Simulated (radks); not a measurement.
The numbers below are computed, except where a source is named.
Dynamic dipole polarisability and lines of the phosphorus ion P5+, [Ne]. Code: a radial shooting solver on a logarithmic mesh with Libxc functionals. Model: non-relativistic Kohn-Sham, PBE, spin-unpolarised, spherical densities, point nucleus. Time-dependent linear response with the Hartree and adiabatic LDA kernel, continuum included through the Sternheimer equations. Lines are the poles of the dipole polarisability below minus the highest occupied eigenvalue, found on a grid refined at the orbital gaps; the lowest seven at most are given, and weak or close lines can be missed. The first line takes the name of the lowest orbital gap if no other gap lies below it; otherwise a line is named after a gap within 0.6 % of it, if that gap stands alone.

| photon energy (eV) | alpha (bohr^3) |
|---|---|
| 0 | 0.1107 |
| 16.402 | 0.1116 |
| 36.085 | 0.1149 |
| 55.767 | 0.1214 |
| 75.450 | 0.1345 |
| 95.132 | 0.1569 |
| 114.81 | 0.2101 |
| 134.50 | 0.1298 |
| 154.18 | 1.104 |
| 173.86 | 0.2713 |
| 193.55 | -0.1408 |

Lines (eV, oscillator strength): 129.36 (9.584 nm, 2p-3s), f = 0.204; 156.95 (7.900 nm, unassigned), f = 1.13; 167.41 (7.406 nm, 2p-4s), f = 0.0313; 176.95 (7.007 nm, 2p-4d), f = 0.370; 185.43 (6.686 nm, unassigned), f = 0.188; 188.87 (6.564 nm, unassigned), f = 0.254. Higher lines, where found, are left out when the end of the mesh affects them. Those listed give 56 % of the static polarisability (sum of f/w^2). Orbital energy gaps for comparison: 2p-3s 128.92 eV; 2p-3d 155.25 eV; 2p-4s 167.28 eV; 2p-4d 176.22 eV; 2p-5s 180.92 eV.
